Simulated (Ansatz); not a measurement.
# Molecular dynamics of C$_{2}$H$_{4}$BFS

Input file:

```yaml
crystal:
  periodic: [false, false, false]
  atoms:
    - { symbol: F, position_ang: [1.530546, -0.308341, -1.667763] }
    - { symbol: C, position_ang: [0.876592, 0.416033, -0.645129] }
    - { symbol: C, position_ang: [-0.468026, -0.251136, -0.194506] }
    - { symbol: B, position_ang: [-1.001274, -0.197278, 1.264244] }
    - { symbol: S, position_ang: [-0.361995, -1.760426, 0.923998] }
    - { symbol: H, position_ang: [0.627139, 1.45691, -1.003889] }
    - { symbol: H, position_ang: [1.552499, 0.52666, 0.249467] }
    - { symbol: H, position_ang: [-1.167333, -0.374718, -1.046312] }
    - { symbol: H, position_ang: [-1.499548, 0.445997, 2.102789] }
magnetization:
  spin_polarized: true
basis:
  gaussian: { orbitals: STO-3G }
hamiltonian:
  xc: pbe
  dispersion: d4
md:
  timestep: 1.0
  n_steps: 168
  ensemble: nve
  temperature: 300.0
  initial_velocities: maxwell_boltzmann
  seed: 998427
```

Command:

```bash
$ ansatz run input.yaml --threads 1 --pin off --max-ram 2048MiB --backend cpu --events-out ev --progress --plain --runs-dir out
```

It starts from a relaxed structure.

Output, in part (step lines, the closing report, with atoms numbered from 0):

```
md step     0: t =     0.00 fs  T =   300.0 K  F+E_penalty+E_count = -16162.47953406 eV  E_kin = 0.271446 eV  conserved = -16162.20808806 eV  (25 SCF iters)
[... lines left out ...]
Total energy: -16162.31817817 eV, -593.9542378350 hartree
Atom 0 at     1.561242    -0.424680    -1.529970 Å, force    -0.884172     1.390485     1.135790 eV/Å
Atom 1 at     0.787673     0.486635    -0.690324 Å, force    -0.434354    -1.565126    -0.160063 eV/Å
Atom 2 at    -0.585380    -0.202992    -0.185162 Å, force     0.395546     0.698660    -1.522219 eV/Å
Atom 3 at    -0.902921    -0.189075     1.316179 Å, force    -0.163277    -0.243952     0.513191 eV/Å
Atom 4 at    -0.326173    -1.749345     0.838329 Å, force    -0.191491     0.062333     0.053656 eV/Å
Atom 5 at     0.525423     1.439512    -1.223067 Å, force     0.071351    -0.078431    -0.224952 eV/Å
Atom 6 at     1.319880     0.771137     0.263228 Å, force     0.458270    -0.121098    -0.425492 eV/Å
Atom 7 at    -1.389492    -0.241176    -0.988612 Å, force     0.749324    -0.128087     0.692866 eV/Å
Atom 8 at    -1.257805     0.422755     2.248417 Å, force    -0.001198    -0.014784    -0.062776 eV/Å
Dipole moment:    -0.046238     0.011523     0.011030 e Å
```

The steps, from the saved trajectory:

| time (fs) | T (K) | potential energy less start (eV) | conserved less start (meV/atom) |
| --- | --- | --- | --- |
| 0.0 | 300 | 0.000 | 0.00 |
| 5.0 | 112 | 0.173 | 0.31 |
| 10.0 | 186 | 0.104 | 0.13 |
| 15.0 | 185 | 0.106 | 0.19 |
| 20.0 | 120 | 0.165 | 0.23 |
| 25.0 | 190 | 0.101 | 0.17 |
| 30.0 | 182 | 0.108 | 0.18 |
| 35.0 | 160 | 0.128 | 0.20 |
| 40.0 | 144 | 0.143 | 0.20 |
| 45.0 | 199 | 0.092 | 0.17 |
| 50.0 | 161 | 0.127 | 0.18 |
| 55.0 | 175 | 0.114 | 0.18 |
| 60.0 | 170 | 0.119 | 0.11 |
| 65.0 | 117 | 0.167 | 0.24 |
| 70.0 | 201 | 0.091 | 0.10 |
| 75.0 | 146 | 0.142 | 0.26 |
| 80.0 | 157 | 0.131 | 0.19 |
| 85.0 | 146 | 0.142 | 0.28 |
| 90.0 | 159 | 0.129 | 0.19 |
| 95.0 | 141 | 0.146 | 0.29 |
| 100.0 | 191 | 0.100 | 0.13 |
| 105.0 | 160 | 0.128 | 0.20 |
| 110.0 | 109 | 0.174 | 0.17 |
| 115.0 | 181 | 0.109 | 0.16 |
| 120.0 | 143 | 0.144 | 0.16 |
| 125.0 | 141 | 0.146 | 0.24 |
| 130.0 | 190 | 0.101 | 0.13 |
| 135.0 | 89 | 0.194 | 0.33 |
| 140.0 | 152 | 0.136 | 0.22 |
| 145.0 | 203 | 0.090 | 0.24 |
| 150.0 | 117 | 0.168 | 0.28 |
| 155.0 | 159 | 0.130 | 0.28 |
| 160.0 | 172 | 0.118 | 0.19 |
| 165.0 | 73 | 0.209 | 0.38 |

The run went to its last step. The conserved energy stayed within 0.6 meV per atom of its start (net change 0.33 meV per atom), so the integration is sound. The temperature averaged 0.47 of the 300 K drawn at the start: a run that starts near a minimum puts about half its kinetic energy into the potential. A run of 0.17 ps of so small a system gives no equilibrium averages. Limits of this set-up: minimal basis.

The same pairs are bonded in the first frame and the last. Pairs count as bonded within 1.25 times the sum of covalent radii (0.12 Å more for H–H).

Last frame:

```xyz
9
Properties=species:S:1:pos:R:3
F 1.561 -0.425 -1.530
C 0.788 0.487 -0.690
C -0.585 -0.203 -0.185
B -0.903 -0.189 1.316
S -0.326 -1.749 0.838
H 0.525 1.440 -1.223
H 1.320 0.771 0.263
H -1.389 -0.241 -0.989
H -1.258 0.423 2.248
```

Run time: 6.1 min on 1 thread of Arm Neoverse V2, with other jobs on the host, peak memory 0.11 GiB.
